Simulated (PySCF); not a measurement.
## The 5-electron isoelectronic series, spin-free X2C

Calculated with PySCF 2.14 from differences of total energies of unrestricted determinants, without spin-orbit coupling. Each ion has its own even-tempered basis scaled to its charge (20s11p6d5f5g for the first); frozen: nothing. Ionisation energies in eV, correlation energies of the ion in mhartree.

| ion | configuration | UHF | MP2 (all electrons) | LDA | PBE | PBE0 | r2SCAN | E_corr MP2 | NIST (with spin-orbit, Breit and QED) |
| --- | --- | --- | --- | --- | --- | --- | --- | --- | --- |
| Cr(19+) | [He] 2s2 2p1 (2P) | 1490.4 | 1490.1 | n/a | n/a | n/a | n/a | -198.9 | 1495.1 ± 0.7 (s) |
| Mn(20+) | [He] 2s2 2p1 (2P) | 1637.3 | 1636.9 | 1635.6 | 1638.3 | 1638.3 | 1639.3 | -202.2 | 1643.2 ± 0.7 (s) |
| Fe(21+) | [He] 2s2 2p1 (2P) | 1791.2 | 1790.7 | 1789.3 | 1792.2 | 1792.1 | 1793.2 | -205.7 | 1798.4 ± 0.8 (s) |
| Co(22+) | [He] 2s2 2p1 (2P) | 1952.0 | 1951.5 | 1949.9 | 1953.0 | 1953.0 | 1954.1 | -209.0 | 1960.8 ± 0.8 (s) |
| Ni(23+) | [He] 2s2 2p1 (2P) | 2119.8 | 2119.3 | 2117.6 | 2120.8 | 2120.8 | 2122.0 | -212.2 | 2130.5 ± 0.9 (s) |
| Cu(24+) | [He] 2s2 2p1 (2P) | 2294.6 | 2294.1 | 2292.2 | 2295.7 | 2295.6 | 2296.8 | -215.3 | 2307.3 ± 1 (s) |
| Zn(25+) | [He] 2s2 2p1 (2P) | 2476.5 | 2475.9 | 2473.9 | 2477.5 | 2477.4 | 2478.7 | -218.2 | 2491.5 ± 1.1 (s) |
| Ga(26+) | [He] 2s2 2p1 (2P) | 2665.3 | 2664.7 | 2662.6 | 2666.4 | 2666.3 | 2667.6 | -221.1 | 2683 ± 1.4 (s) |
| Ge(27+) | [He] 2s2 2p1 (2P) | 2861.3 | 2860.6 | 2858.3 | 2862.3 | 2862.3 | 2863.6 | -223.7 | 2881.9 ± 1.6 (s) |
| As(28+) | [He] 2s2 2p1 (2P) | 3064.3 | 3063.6 | 3061.2 | 3065.3 | 3065.3 | 3066.7 | -226.4 | 3088.1 ± 1.9 (s) |

Each ion has its own basis, which adds noise of up to about 0.1 % along the series.

NIST values marked (s) are semi-empirical, (t) theoretical. Open shells are high-spin determinants of the terms that Hund's rules give.

MP2 underrates the 2s², 2p² near-degeneracy of four-electron ions.

Spin-orbit coupling of the open shells is absent from the calculated values and included in NIST's; it grows fast with Z.

At high Z the X2C-1e correlation energies are inflated by the missing two-electron picture change in the 1s pairs.
